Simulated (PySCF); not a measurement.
An element was calculated at UHF (PySCF 2.14, spin-free X2C, a triple-zeta basis, no spin-orbit coupling), in the ground configurations that NIST lists.

```
first ionisation energy  : 4.489 eV
second ionisation energy : 10.037 eV
third ionisation energy  : 19.808 eV
```

Q: Which element is it?

A: Neodymium (Nd, Z = 60), in x2c-TZVPPall. NIST lists 5.525, 10.783 ± 0.02, 22.09 ± 0.04 eV for these ionisation energies.
